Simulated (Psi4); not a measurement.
A dimer, CH2O2 ··· CHN (SMILES O=CO and C#N), singlet; the first 5 atoms form monomer A.

```
8

O      0.8136    -0.5324    -0.0621
C     -0.4198     0.0009    -0.0491
O     -0.6803     1.1288     0.2544
H      1.4376     0.1588     0.2164
H     -1.1510    -0.7561    -0.3596
C     -6.0872    -0.0539     1.0558
N     -5.4483    -0.1808     1.9989
H     -6.6818     0.0642     0.1781
```

Problem. What interaction energy does SAPT0/jun-cc-pVDZ, frozen core in Psi4 give, and which attractive term is the largest?

Solution. Total 0.04 kcal/mol: electrostatics 0.10, exchange 0.00, induction -0.01, dispersion -0.05. The most attractive term is dispersion.
